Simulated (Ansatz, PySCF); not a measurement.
The pair A = boric acid (SMILES OB(O)O) (first 7 atoms), B = HF (SMILES F); geometry from B3LYP-D3(BJ)/def2-TZVP.
(charge 0, multiplicity 1):
```xyz
9

O     -0.02765    -0.57079     1.55988
B      0.28392    -0.24984     0.25821
O      0.70115    -1.27121    -0.55616
O      0.14056     1.06237    -0.07630
H      0.08528    -1.50525     1.76027
H      0.91708    -1.04059    -1.46276
H      0.35373     1.30290    -0.98032
F     -0.87829     0.86382     3.61539
H     -0.57472     0.41250     2.84640
```

Correlated levels freeze the cores. CBS: X⁻³ extrapolation of the correlation energy, Hartree–Fock from the larger set. MP2 and its Hartree–Fock in aug-cc-pVTZ are density fitted.

Programs: Ansatz (Gaussian basis) for Hartree–Fock, density functionals and correlated methods; PySCF for the dispersion terms. Values without a source in brackets are computed.

The monomers are drawn apart, rigid, along the line of their centres of mass. Counterpoise-corrected interaction energies (kcal/mol):

| level | R = 4.350 Å | R = 5.034 Å |
|---|---|---|
| PBE/def2-TZVPPD | -5.3782 | -2.7245 |
| PBE-D3(BJ)/def2-TZVPPD | -5.7148 | -2.8992 |
| wB97M-V/def2-TZVPPD | -5.5752 | -2.8580 |
| MP2/CBS(aug-cc-pVDZ, aug-cc-pVTZ) + ΔCCSD(T)/aug-cc-pVDZ | -5.5090 | -2.8459 |

Question: R is the distance of the centres of mass. Find the local exponent m of E ∝ R⁻ᵐ between the two points.

Answer: 
m = ln(E₁/E₂)/ln(R₂/R₁): PBE/def2-TZVPPD 4.7; PBE-D3(BJ)/def2-TZVPPD 4.6; wB97M-V/def2-TZVPPD 4.6; MP2/CBS(aug-cc-pVDZ, aug-cc-pVTZ) + ΔCCSD(T)/aug-cc-pVDZ 4.5. For scale, two fixed dipoles give m = 3, dipole and quadrupole 4, quadrupoles 5, and dispersion or dipole-induced dipole 6 at long range; at these distances several terms mix, and what is left of overlap and damping shifts m, so it need not match one of them.

Ansatz is a program for electronic structure.
